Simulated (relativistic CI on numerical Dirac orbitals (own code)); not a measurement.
# Slater and spin-orbit integrals, Ce9+

Method of calculation: Dirac-Coulomb-Breit CI, orbitals from a KLI potential per configuration, model QED, unscaled Slater integrals (own radial code, finite nucleus).

Slater integrals F^k, G^k are unscaled and averaged over j, outside the closed core [Kr] 4d10; ζ comes from projecting the Hamiltonian with its Breit term on Σ l·s of the shell.

- 5s²5p: ζ(5p) = 22329 cm⁻¹; <r>(5p) = 1.483, <r^2>(5p) = 2.451 (bohr units).
- 5s²4f: ζ(4f) = 667.84 cm⁻¹; <r>(4f) = 0.8957, <r^2>(4f) = 0.9646 (bohr units).
- 5s5p²: F^2(5p,5p) = 72498, G^1(5s,5p) = 94394, ζ(5p) = 22165 cm⁻¹; <r>(5s) = 1.359, <r^2>(5s) = 2.055, <r>(5p) = 1.48, <r^2>(5p) = 2.443 (bohr units).

Averages of the first 10 configurations, taken without configuration mixing, which lowers the lowest level and can move excited configurations by several eV; other configurations of the list can lie among them:

| Configuration | Parity | States | Average energy above the lowest level (eV) |
| --- | --- | --- | --- |
| 5s²5p | odd | 6 | 4.1 |
| 5s²4f | odd | 14 | 8.8 |
| 5s5p² | even | 30 | 25.1 |
| 5s²5d | even | 10 | 37.2 |
| 5s4f² | even | 182 | 34.8 |
| 5p³ | odd | 20 | 49.3 |
| 5s5p4f | even | 168 | 28.1 |
| 5s5p5d | odd | 120 | 56.9 |
| 5p²4f | odd | 210 | 50.6 |
| 5s²5f | odd | 14 | 69.2 |
